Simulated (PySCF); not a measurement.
Gas-phase reaction: GaH₃ + O → GaOH + 2 H

Energies from PySCF (xtb for GFN2), thermal terms from the rigid-rotor harmonic-oscillator model, ideal gas at 1 bar. † marks an energy on the PBE0/def2-TZVP geometry and frequencies; other levels use their own. MP2 freezes the core. 6-31G* has spherical d functions here. Open shells (unrestricted): O (multiplicity 3), H (multiplicity 2); the rest are closed-shell singlets. GFN2 has no spin-polarisation term. Spin-orbit splitting is ignored; it lowers the true energy and changes the entropy of O. B3LYP is the form with VWN-RPA correlation. Ga: all electrons, no relativistic terms. GaH₃, GaOH: computed as isolated molecules; such fragments, hydroxides, amides, oligomers or adducts are transient or little studied in the gas. MP2 isn't extrapolated to the basis-set limit. Warning, point group unlike the PBE0 one: GaOH (GFN2-xTB).

```
level               ΔH°(298 K), kJ
------------------  --------------
B3LYP/6-31G*                     …
BLYP/def2-TZVP†               -132
GFN2-xTB                      -494
MP2/def2-SVP†                    …
MP2/def2-TZVPP†                  …
ωB97M-V/def2-TZVP†             -99
```

Task: Complete the blanks.

Result: 
- B3LYP/6-31G*, ΔH°(298 K), kJ: -80
- MP2/def2-SVP†, ΔH°(298 K), kJ: -109
- MP2/def2-TZVPP†, ΔH°(298 K), kJ: -135
